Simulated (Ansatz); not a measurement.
Consider the redistribution: `[F][Cd][SH]` + `Cl[CH2][ZnH]` → `[F][Cd][Cl]` + `S[CH2][ZnH]`.

Gas-phase electronic energies from Ansatz, PBE0-D4/def2-TZVP geometries. CBS: MP2 limit from def2 TZ/QZ plus the TZ coupled-cluster correction, frozen cores. Functionals use def2-TZVPP. Elements past krypton have def2 core potentials. For Cd, Zn outer-core shells are correlated without core-valence functions, which leaves a few kJ/mol of doubt a bond. Scalar relativity is left out up to krypton. Each species was taken in one conformer, which may not be the lowest.

```csv
level,ΔE (kJ/mol)
BLYP-D4,-29.5
B2PLYP,-33.6
CAM-B3LYP,-34.9
CCSD(T)/def2-TZVPP,-35.0
```

What does CCSD(T)/CBS give? (An estimate is asked.)

Computed: -36.2 kJ/mol. The listed levels differ from it by 6.7, 2.6, 1.3, 1.2 kJ/mol.

Largest T1 diagnostic among the species: 0.016.

Leaving LDA and LC-ωPBE aside and taking each functional with its dispersion term where it has one, the values, not all of them listed here, spread over 8.9 kJ/mol, from B97M-V to BLYP-D4. At CCSD(T), def2-SVP lies −3.2 kJ/mol from the extrapolated value and def2-TZVPP +1.2 kJ/mol.
